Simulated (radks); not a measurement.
Problem. These are the eigenvalues of the occupied orbitals of an atom or ion with whole-number occupations (hartree). Calculated with a radial shooting solver on a logarithmic mesh with Libxc functionals: scalar-relativistic Kohn-Sham, PBE, spin-polarised, spherical densities, point nucleus.

orbital  eigenvalue
1s up     -100.0182
1s down   -99.72743
2s up     -17.15690
2s down   -16.58000
2p up     -15.48381

Which element is it, and in what charge state? The configuration may be excited. Open shells, if any, are filled with parallel spins first.

Solution. Z = 16, sulfur, charge +9: S9+ in [He] 2s2 2p3. The list shows which subshells hold electrons but not how many an open one holds; the 1s level, -100.02 hartree, gives Z - s = 14.1 by -(Z - s)^2/2, which with screening and relativity narrows Z to a few neighbours, and the depths of the outer levels then fix element, charge and occupations together.
